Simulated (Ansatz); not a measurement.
Calculated with Ansatz (gas phase, PBE0-D4/def2-TZVP geometries, no zero-point term in ΔE). CCSD(T)/CBS is the MP2 limit (def2-TZVPP, def2-QZVPP) plus CCSD(T) − MP2 in def2-TZVPP, frozen cores. Functionals use def2-TZVPP. Elements past krypton have def2 core potentials. For Te outer-core shells are correlated without core-valence functions, which leaves a few kJ/mol of doubt a bond. Each species was taken in one conformer, which may not be the lowest.

`BO[SiH2]S[SiH3]` + `CC[TeH]` → `CC[Te][SiH3]` + `BO[SiH2]S`  (ligand exchange at the Si–S bond)

Is it downhill or uphill in electronic energy at CCSD(T)/CBS, and by how much? (Estimate.)

Computed: Nearly level: ΔE = +2.4 kJ/mol.

What do these levels give: PBE-D4, r2SCAN-D4, PBE, r2SCAN, PBE0, HF/def2-TZVPP, CCSD/def2-TZVPP, HF/def2-QZVPP, MP2/def2-QZVPP, SCS-MP2/def2-QZVPP, HF/CBS(def2), CCSD/CBS(def2)? (Best estimate.)

Computed: PBE-D4 1.7, r2SCAN-D4 4.4, PBE -1.5, r2SCAN 3.6, PBE0 -0.2, HF/def2-TZVPP 1.9, CCSD/def2-TZVPP 3.6, HF/def2-QZVPP 2.0, MP2/def2-QZVPP 1.2, SCS-MP2/def2-QZVPP 2.2, HF/CBS(def2) 2.1, CCSD/CBS(def2) 2.1 kJ/mol.

Largest T1 diagnostic among the species: 0.013.

The D4 term adds +5.1 kJ/mol with B3LYP and +2.8 kJ/mol with PBE0; it sums over pairs of atoms, weighted by their polarisabilities, and B3LYP, whose exchange is more repulsive, gets the larger term.

B3LYP here is the variant with VWN-RPA as its local correlation; programs differ in this.
